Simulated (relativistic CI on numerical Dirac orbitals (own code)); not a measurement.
**Ions with 13 electrons, I XLI to Hf LX**

These numbers are calculated, not measured: Dirac-Coulomb-Breit CI, KLI orbitals optimised for each configuration, model QED (radiative potential, 1s self-energy scaled to tabulated hydrogen-like ionisation energies), unscaled Slater integrals (own radial code, finite nucleus).

Configuration list (outside the closed core [Ne]): 3s²3p, 3s3p², 3s²3d, 3p³, 3s3p3d, 3p²3d, 3p3d², 3d³. Double excitations out of closed p, d and f shells are left out; levels of such configurations are missing from the list, as are those of other unlisted configurations, and high levels can miss mixing partners.

Energies above each ion's lowest level, in eV. Levels are followed by their leading LS label, which can pass from one level to another where the coupling changes.

```
      Ion  3s²3p ²P°1/2  3s²3p ²P°3/2  3s3p² ⁴P1/2  3s3p² ⁴P3/2  3s3p² ²D5/2
    I XLI             0        75.595       99.445       157.45       168.52
  Xe XLII             0        82.511       102.46       166.69       178.11
 Cs XLIII             0        89.912        105.5       176.44       188.21
  Ba XLIV             0        97.825       108.56       186.73       198.85
   La XLV             0        106.28       111.64       197.59       210.05
  Ce XLVI             0        115.29       114.75       209.04       221.85
 Pr XLVII             0         124.9       117.88       221.11       234.27
Nd XLVIII             0        135.13       121.04       233.84       247.35
  Pm XLIX             0        146.02       124.23       247.25       261.11
     Sm L             0        157.59       127.43       261.37       275.58
    Eu LI             0        169.89       130.68       276.25       290.82
   Gd LII             0        182.93       133.95       291.92       306.84
  Tb LIII             0        196.77       137.28       308.43       323.71
   Dy LIV             0        211.44       140.61       325.78       341.41
    Ho LV             0        226.97       143.99       344.05       360.04
   Er LVI             0        243.41       147.41       363.26       379.61
  Tm LVII             0         260.8       150.88       383.48       400.18
 Yb LVIII             0        279.19       154.37        404.7       421.78
   Lu LIX             0        298.62        157.9       427.02       444.46
    Hf LX             0        319.14        161.5       450.49       468.29
```

The lowest level keeps the configuration 3s²3p and J = 1/2 throughout.

Between Z = 69 and 72 the energy of 3s²3p ²P°3/2 follows a local power law Z^4.7. For orientation: electrostatic splittings inside a shell grow about linearly with the screened charge, excitations that change n as its square, and fine structure as its fourth power; written in Z itself the exponents are larger, since the screened charge grows faster in proportion.
